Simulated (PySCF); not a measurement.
Compound: C₅H₇O₂S (doublet state).
Structure used (GFN2-xTB), in Å, numbered top down from 1:
```xyz
15
C5H7O2S angstrom
C      1.7632   -0.5486    0.5376
C      0.6514    0.4565    0.3648
C      0.4305    0.9010   -1.0626
C     -0.7457    0.6857   -1.5794
C     -1.8448    0.0681   -0.9201
S     -0.9968   -0.3212    0.7525
O     -1.6433    0.4107    1.8080
O     -0.8712   -1.7435    0.9126
H      1.6009   -1.3966   -0.1234
H      2.7289   -0.0987    0.3124
H      1.7778   -0.9139    1.5620
H      0.7437    1.3014    1.0475
H      1.2576    1.3588   -1.5804
H     -2.1726   -0.8745   -1.3480
H     -2.6840    0.7228   -0.7055
```

The hyperfine couplings belong to this conformer and change with its torsions.

As a line formula: `C[C@H]1C=[C]CS1(=O)=O` [radical].

The calculation used UKS B3LYP, pcH-1 on C H O S, non-relativistic, mean-field spin-orbit, GIAO in PySCF 2.14.0. Isolated species at its GFN2-xTB geometry, gas phase. The geometry wasn't refined by DFT: couplings that depend on bond lengths, twists or pyramidal angles can differ widely from those at the functional's own minimum. No stability test was run, so a lower SCF solution isn't excluded.

(1) What is the g tensor, term by term?

(2) What are the electron Larmor frequencies g μB B/h along the three axes at 330 mT?

(3) How much does each term add to the isotropic shift?

(4) In a frozen sample, at which fields do the three g values resonate at 9.5, 34, 94 and 263 GHz (hyperfine left aside), and which band first spreads them over more than twice a line width of 0.3 mT?

## Answers

(1) 
```csv
Δg (ppm),1,2,3
relativistic mass correction,-189,-189,-189
gauge correction,0,7,30
orbital Zeeman/spin–orbit,-389,-123,853
total,-578,-305,694
```

So g = 2.00174, 2.00201, 2.00301 and g_iso = 2.00226; the tensor is rhombic: the two nearest values differ by 21 % of g3 − g1. Axes: g3 points within 13° of the C3–H13 bond.

(2) 9.2456, 9.2468, 9.2514 GHz for g1, g2 and g3, a range of 5.9 MHz.

(3) The mass correction -189, the orbital-Zeeman/spin–orbit term 114 and the gauge correction 12 ppm, for a total of -63 ppm. The mass correction is the largest in size. The mass correction is the same along every axis, so the anisotropy comes from the other two: their spans along these axes are 29 (gauge) and 1243 ppm (orbital Zeeman/spin–orbit).

(4) 
| band | GHz | B(g3) mT | B(g2) mT | B(g1) mT | spread mT |
| --- | --- | --- | --- | --- | --- |
| X | 9.5 | 338.87 | 339.04 | 339.08 | 0.22 |
| Q | 34.0 | 1212.78 | 1213.39 | 1213.56 | 0.77 |
| W | 94.0 | 3352.99 | 3354.67 | 3355.12 | 2.13 |
| J | 263.0 | 9381.24 | 9385.93 | 9387.21 | 5.96 |

The spread grows in proportion to the frequency. Q band is the first where it exceeds 0.6 mT.

Largest spin populations (Mulliken): C4 (+0.91), C3 (-0.13) and C2 (+0.09). C4 is the only atom above +0.15. The positive populations add up to 1.19 and the negative ones to -0.19, together 2S = 1.

The HOMO–LUMO gaps are 6.26 eV among the α and 4.60 eV among the β orbitals.

On Intel Xeon at 2.70 GHz, one thread, on a shared host, this took 2.1 min (with the writing of density and orbital grids) and 1.1 GiB of memory at its peak.
